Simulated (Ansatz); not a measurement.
Mulliken charges of CH4AlBF2Si, SMILES `FC1[BH][Al]([F])[SiH2]1` from ωB97M-V/def2-TZVPP in Ansatz (PBE0-D4/def2-TZVP geometry).

| atom | x (Å) | y (Å) | z (Å) | charge (e) |
| --- | --- | --- | --- | --- |
| F1 | -0.074 | 0.689 | 2.226 | -0.219 |
| C2 | -0.327 | 0.312 | 0.923 | 0.073 |
| B3 | -0.686 | -1.143 | 0.583 | -0.301 |
| Al4 | -0.458 | -0.841 | -1.507 | 0.539 |
| F5 | -0.941 | -1.377 | -2.987 | -0.317 |
| Si6 | 0.987 | 0.807 | -0.467 | -0.009 |
| H7 | -1.128 | 0.968 | 0.512 | 0.143 |
| H8 | -0.693 | -2.032 | 1.379 | 0.113 |
| H9 | 1.069 | 2.290 | -0.545 | -0.008 |
| H10 | 2.335 | 0.276 | -0.114 | -0.014 |

**Question.** By hand: the dipole of these point charges (1 e Å = 4.8032 D).

**Answer.** Σ q r = (-0.039, 0.078, -0.222) e Å, of length 0.239 e Å = 1.15 D.

**Question.** How does the dipole of the full density compare? (An estimate is asked.)

**Answer.** Computed: (-0.063, 0.017, -0.198) e Å, 1.00 D; the point charges give 1.15 times that, at 16° from its direction.

Point charges leave out the atoms' own dipoles, such as those of lone pairs, and Mulliken's split depends on the basis, so the two needn't agree.
